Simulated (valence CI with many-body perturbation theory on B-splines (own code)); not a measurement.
# Re²⁵⁺: electric-dipole lines

Computed by valence CI with perturbative core correlation (CI+MBPT): four valence electrons over a frozen Dirac-Fock core [Kr] 4d10, a basis of 7 s, 7 p, 7 d, 7 f, 4 g, 2 h functions for each j, with the one-electron correlation potential Σ1, the two-electron term Σ2, the three-electron term Σ3, Breit, model QED; selected CI, second order for the rest, scaled by the run's own slope (own B-spline code, finite nucleus).

No measured spectrum was set against this ion. As an estimate, terms of the open shell hold to a few per cent of their energy, and close levels can change places.

Lines 101 to 150 of 350 in falling wavelength, among levels below 1278100 cm⁻¹, chosen from the strongest by gf and those to the six lowest levels. Wavelengths and rates use the calculated energies, so an error of 2000 cm⁻¹ moves a line at 331.1 Å by 0.66 % and its rate by three times that or more. Electric multipoles are in the length gauge, E1 and E2 with the static RPA response of the core. Weak lines are less certain than strong ones. Lines between different terms over intervals too small for the method are left out, as are lines whose strength nearly cancels. Where a level lies close to another of its J and parity, the split of strength between their lines is uncertain. The highest levels of a list are the least certain.

Names give the largest LS component (configuration and term), which can be under half, so a name can repeat, a term be missing and a line seem to break the LS rules; names also repeat where a configuration has a term twice. Letters in brackets count levels of one name in rising energy.

| λ vac (Å) | Upper | Lower | A (s⁻¹) | S (a.u.) with core polarisation | S without |
| --- | --- | --- | --- | --- | --- |
| 331.1 | 4f3.5p 5G_2 | 4f3.5s 5D°_2 | 1.56e+06 | 1.40e-04 | 1.77e-04 |
| 330.5 | 4f3.5p 3I_5 | 4f3.5s 3G°_4 [b] | 1.10e+07 | 2.17e-03 | 2.77e-03 |
| 330.4 | 4f3.5p 5H_3 | 4f3.5s 1D°_2 [a] | 6.38e+05 | 7.95e-05 | 1.05e-04 |
| 330.2 | 4f3.5p 5H_6 | 4f3.5s 3L°_7 [a] | 1.16e+07 | 2.69e-03 | 3.43e-03 |
| 329.1 | 4f3.5p 5K_7 | 4f3.5s 3K°_8 | 2.21e+06 | 5.84e-04 | 7.45e-04 |
| 327.8 | 4f3.5p 3H_4 [b] | 4f3.5s 3G°_4 [b] | 4.38e+06 | 6.85e-04 | 8.84e-04 |
| 327.5 | 4f3.5p 5G_3 | 4f3.5s 3G°_4 [b] | 1.08e+07 | 1.31e-03 | 1.70e-03 |
| 327.5 | 4f3.5p 3D_1 | 4f3.5s 5D°_1 | 4.40e+06 | 2.29e-04 | 2.92e-04 |
| 326.0 | 4f3.5p 3D_1 | 4f3.5s 5D°_2 | 1.48e+07 | 7.59e-04 | 9.73e-04 |
| 325.9 | 4f3.5p 3D_1 | 4f3.5s 3P°_0 | 1.63e+06 | 8.34e-05 | 1.05e-04 |
| 325.4 | 4f3.5p 5K_6 | 4f3.5s 3I°_7 [a] | 2.31e+06 | 5.10e-04 | 6.51e-04 |
| 324.9 | 4f3.5p 5G_3 | 4f3.5s 3D°_2 [a] | 3.38e+07 | 4.01e-03 | 5.14e-03 |
| 324.8 | 4f3.5p 3H_4 [a] | 4f3.5s 5F°_3 | 6.62e+06 | 1.01e-03 | 1.31e-03 |
| 323.5 | 4f3.5p 5I_5 | 4f3.5s 5G°_4 | 3.24e+07 | 5.96e-03 | 7.72e-03 |
| 323.1 | 4f3.5p 3H_4 [a] | 4f3.5s 3G°_5 [a] | 3.33e+07 | 4.99e-03 | 6.37e-03 |
| 322.8 | 4f3.5p 3H_4 [b] | 4f3.5s 5D°_3 | 3.13e+07 | 4.68e-03 | 6.07e-03 |
| 322.6 | 4f3.5p 3D_2 | 4f3.5s 3D°_2 [a] | 3.55e+07 | 2.94e-03 | 3.80e-03 |
| 322.6 | 4f3.5p 3H_4 [a] | 4f3.5s 3H°_4 [a] | 2.82e+06 | 4.20e-04 | 5.46e-04 |
| 322.5 | 4f3.5p 5G_2 | 4f3.5s 3G°_3 [b] | 2.05e+07 | 1.69e-03 | 2.20e-03 |
| 322.0 | 4f3.5p 5H_6 | 4f3.5s 5G°_5 | 4.72e+07 | 1.01e-02 | 1.31e-02 |
| 321.8 | 4f3.5p 5H_3 | 4f3.5s 3G°_4 [b] | 6.54e+06 | 7.53e-04 | 9.63e-04 |
| 321.1 | 4f3.5p 3H_4 [b] | 4f3.5s 3G°_3 [c] | 2.36e+06 | 3.48e-04 | 4.43e-04 |
| 320.8 | 4f3.5p 5G_3 | 4f3.5s 3G°_3 [c] | 2.79e+06 | 3.18e-04 | 4.10e-04 |
| 320.3 | 4f3.5p 3I_5 | 4f3.5s 3G°_4 [a] | 9.20e+05 | 1.64e-04 | 2.13e-04 |
| 320.2 | 4f3.5p 3D_2 | 4f3.5s 5D°_3 | 9.69e+06 | 7.85e-04 | 9.97e-04 |
| 319.9 | 4f3.5p 3I_5 | 4f3.5s 5G°_5 | 2.20e+06 | 3.90e-04 | 5.03e-04 |
| 318.8 | 4f3.5p 5H_6 | 4f3.5s 1H°_5 [a] | 2.01e+07 | 4.18e-03 | 5.36e-03 |
| 318.5 | 4f3.5p 3D_2 | 4f3.5s 3G°_3 [c] | 5.75e+07 | 4.59e-03 | 5.87e-03 |
| 317.8 | 4f3.5p 3H_4 [b] | 4f3.5s 3G°_4 [a] | 2.66e+07 | 3.79e-03 | 4.87e-03 |
| 317.4 | 4f3.5p 5G_3 | 4f3.5s 3G°_4 [a] | 4.77e+06 | 5.27e-04 | 6.79e-04 |
| 317.4 | 4f3.5p 3H_4 [b] | 4f3.5s 5G°_5 | 4.82e+05 | 6.85e-05 | 8.95e-05 |
| 317.3 | 4f3.5p 5K_7 | 4f3.5s 3K°_7 | 7.97e+07 | 1.88e-02 | 2.42e-02 |
| 317.0 | 4f3.5p 5H_3 | 4f3.5s 5D°_3 | 2.92e+07 | 3.21e-03 | 4.12e-03 |
| 316.7 | 4f3.5p 3I_5 | 4f3.5s 1H°_5 [a] | 1.01e+08 | 1.74e-02 | 2.23e-02 |
| 316.4 | 4f3.5p 3I_5 | 4f3.5s 3F°_4 [a] | 1.18e+08 | 2.03e-02 | 2.60e-02 |
| 315.8 | 4f3.5p 5K_7 | 4f3.5s 3K°_6 | 8.15e+06 | 1.90e-03 | 2.43e-03 |
| 315.4 | 4f3.5p 5H_3 | 4f3.5s 3G°_3 [c] | 6.99e+07 | 7.58e-03 | 9.71e-03 |
| 314.9 | 4f3.5p 5G_3 | 4f3.5s 5D°_2 | 4.41e+07 | 4.76e-03 | 6.10e-03 |
| 314.4 | 4f3.5p 5K_7 | 4f3.5s 3H°_6 [a] | 2.03e+07 | 4.67e-03 | 5.98e-03 |
| 314.3 | 4f3.5p 3H_4 [b] | 4f3.5s 1H°_5 [a] | 6.41e+07 | 8.84e-03 | 1.13e-02 |
| 314.1 | 4f3.5p 3D_2 | 4f3.5s 5D°_1 | 1.64e+07 | 1.26e-03 | 1.61e-03 |
| 314.0 | 4f3.5p 3H_4 [b] | 4f3.5s 3F°_4 [a] | 1.26e+06 | 1.73e-04 | 2.19e-04 |
| 313.7 | 4f3.5p 5G_3 | 4f3.5s 3F°_4 [a] | 1.07e+07 | 1.14e-03 | 1.46e-03 |
| 313.2 | 4f3.5p 5I_5 | 4f3.5s 5F°_4 | 2.29e+07 | 3.81e-03 | 4.90e-03 |
| 313.1 | 4f3.5p 5H_6 | 4f3.5s 3K°_6 | 2.16e+07 | 4.25e-03 | 5.42e-03 |
| 312.7 | 4f3.5p 3D_2 | 4f3.5s 5D°_2 | 2.09e+06 | 1.58e-04 | 2.03e-04 |
| 312.2 | 4f3.5p 5G_2 | 4f3.5s 3G°_3 [a] | 6.93e+06 | 5.20e-04 | 6.67e-04 |
| 312.1 | 4f3.5p 5H_3 | 4f3.5s 3G°_4 [a] | 1.18e+07 | 1.24e-03 | 1.59e-03 |
| 311.7 | 4f3.5p 5H_6 | 4f3.5s 3H°_6 [a] | 5.46e+06 | 1.06e-03 | 1.36e-03 |
| 311.5 | 4f3.5p 5G_2 | 4f3.5s 3S°_1 | 8.40e+07 | 6.27e-03 | 8.02e-03 |
